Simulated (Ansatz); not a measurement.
Compare A (`CO[Si](N)(F)F`) with its isomer B (`NC(F)(F)O[SiH3]`).

Calculated with Ansatz (gas phase, PBE0-D4/def2-TZVP geometries, no zero-point term in ΔE). CBS: MP2 limit from def2 TZ/QZ plus the TZ coupled-cluster correction, frozen cores. DFT in def2-TZVPP. B3LYP here is the variant with VWN-RPA as its local correlation; programs differ in this. One conformer a species, not always the lowest.

Problem. Which isomer does CCSD(T)/CBS put lower? Give the gap. (An estimate is asked.)

Solution. Ansatz gave: A, by 116.8 kcal/mol.

Problem. Give E(B) − E(A) in kcal/mol with r2SCAN-D4, B3LYP-D4, B2PLYP, ωB97M-V, PBE0-D4, MP2/def2-TZVPP, PBE-D4. (Estimate.)

Solution. Ansatz gave: r2SCAN-D4 110.9, B3LYP-D4 112.6, B2PLYP 114.6, ωB97M-V 111.2, PBE0-D4 108.5, MP2/def2-TZVPP 117.8, PBE-D4 105.4. None reverses the order clearly.

Largest T1 diagnostic: 0.012.

From PBE to PBE0 (25 % exact exchange), in def2-TZVPP and without D4, E(B) − E(A) moves by +3.2 kcal/mol.
